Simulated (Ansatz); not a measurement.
Reactions of `C[SiH](O)[AlH][OH]`.

Program: Ansatz. Geometries: PBE0-D4/def2-TZVP. ΔE: electronic, gas phase. CCSD(T)/CBS is the MP2 limit (def2-TZVPP, def2-QZVPP) plus CCSD(T) − MP2 in def2-TZVPP, frozen cores. This one scheme is used for every species. Functionals use def2-TZVPP. def2 core potentials past Kr. For Sn outer-core shells are correlated without core-valence functions, which leaves a few kJ/mol of doubt a bond. Each species was taken in one conformer, which may not be the lowest.

```tsv
reaction	HF/CBS(def2) (kcal/mol)	PBE-D4 (kcal/mol)	r2SCAN-D4 (kcal/mol)	ωB97X-V (kcal/mol)	CCSD(T)/CBS(def2) (kcal/mol)
`C[SiH](O)[AlH][OH]` + `C[CH2][Sn][CH3]` → `C[CH2][Sn][CH2]C` + `[OH][AlH][SiH2]O`	14.0	14.0	15.0	14.0	13.6
`C[SiH](O)[AlH][OH]` → `[OH][AlH2]` + `C[Si]O`	36.8	41.6	43.9	42.2	40.2
`C[SiH](O)[AlH][OH]` + `CNC` → `C[N](C)[AlH][OH]` + `C[SiH2]O`	-26.2	-20.4	-24.7	-24.0	-25.1
`C[SiH](O)[AlH][OH]` → `[CH3][Al]([OH])[SiH2]O`	0.1	-0.8	-1.0	-0.1	-0.5
```

Largest T1 diagnostic: 0.014, for `C[Si]O`.
